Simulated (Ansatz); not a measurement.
Process, species as SMILES: O=[SiH2] [oxosilane] + 2 [H][H] (H2) -> O (H2O) + [SiH4] (SiH4)
Structures are relaxed separately at B3LYP-D3(BJ)/def2-TZVP in Ansatz (an electronic-structure program).

Wanted: energy of full hydrogenation (electronic energy difference), in kJ/mol. Valence correlation only, unless marked. Spin-orbit coupling is left out. No relativistic terms. CBS(X,Y): correlation extrapolated as X^-3; Hartree-Fock from the larger set.

```json
[
 {"level": "SVWN5/def2-TZVPD", "program": "Ansatz", "energy of full hydrogenation (kJ/mol)": "-168.8"},
 {"level": "PBE-D4/def2-TZVPD", "program": "Ansatz + dftd4", "energy of full hydrogenation (kJ/mol)": "-137.0"}
]
```

**Question.** What does CCSD(T)/CBS(def2-TZVPPD,def2-QZVPPD) (Ansatz) give?

**Answer.** -145.7 kJ/mol
